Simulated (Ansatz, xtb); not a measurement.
# Ligand exchange: I2 + C3H8O → HOI + C3H7I

Species: I2 (iodine), singlet; C3H8O `CCCO`, singlet; HOI (hypoiodous acid) `OI`, singlet; C3H7I (1-iodopropane) `CCCI`, singlet. The partners trade I for OH: I–I and C–OH bonds give way to I–OH and C–I.

Shapes, held fixed at every level: PBE0-D4/def2-TZVP. Flexible molecules stand in one conformer, not always the lowest. Programs: Ansatz 0.2.0, xtb 6.7.1. Electronic energies: no zero-point or thermal term.

| level | kind | ΔE (kJ/mol) | less CCSD(T)/def2-TZVPP |
| --- | --- | --- | --- |
| GFN2-xTB | semi-empirical | +151.6 | +55.6 |
| PBE-D4/def2-TZVPP | GGA | +99.9 | +3.9 |
| r2SCAN-D4/def2-TZVPP | meta-GGA | +105.1 | +9.1 |
| PBE0-D4/def2-TZVPP | global hybrid | +111.8 | +15.8 |
| wB97M-V/def2-TZVPP | range-separated hybrid | +106.6 | +10.6 |
| B2PLYP/def2-TZVPP | double hybrid | +103.9 | +7.9 |
| MP2/def2-TZVPP | perturbation theory | +93.5 | -2.5 |
| CCSD/def2-TZVPP | coupled cluster or CI | +102.8 | +6.8 |
| CCSD(T)/def2-TZVPP | coupled cluster or CI | +96.0 | 0.0 |

The highest level, CCSD(T)/def2-TZVPP, gives ΔE = +96.0 kJ/mol; the levels span +93.5 to +151.6. The column of differences is taken from that level and isn't an error. No measured value is set beside it here. For atoms past krypton def2 sets carry core potentials with scalar relativity. Correlated rows may include outer-core shells of I, which these sets cover unevenly.
